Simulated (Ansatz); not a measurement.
`C[O][InH]`, charge 0, multiplicity 2.

(1) Give a relaxed structure at PBE0-D4/def2-TZVP (the Gaussian-basis code of Ansatz). (Best estimate.)

Results:

(1) Computed: 
Z-matrix (Å, degrees):
```
C
O 1 1.400
H 1 1.102 2 113.9
H 1 1.098 2 110.4 3 120.6
H 1 1.098 2 110.4 3 -120.6
In 2 2.004 1 121.6 3 0.0
H 6 1.778 2 114.2 1 -0.0
```
Point group Cs.
